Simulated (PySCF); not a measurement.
# Correlation energy of Kr+ (krypton, charge +1)

[Ar] 3d10 4s1 4p5 5s1, high-spin 4P determinant (an excited configuration). Computed with PySCF 2.14 in x2c-QZVPPall with one added diffuse shell each of s, p, d, f type (12s9p6d5f1g, 113 functions), with scalar relativity by spin-free X2C-1e. Frozen: [Ar] 3d10; 7 electrons correlated.

MP2 pair energies summed by pair of shells (mhartree):

| pair | energy | share (%) |
| --- | --- | --- |
| 4p-4p | -145.32 | 67.5 |
| 4p-5s | -51.13 | 23.7 |
| 4s-4p | -18.53 | 8.6 |
| 4s-5s | -0.43 | 0.2 |

Total MP2 correlation energy: -215.41 mhartree.

Same-spin part -38.88 and opposite-spin part -176.53 mhartree; SCS-MP2 scales them by 1/3 and 6/5 to -224.80 mhartree.
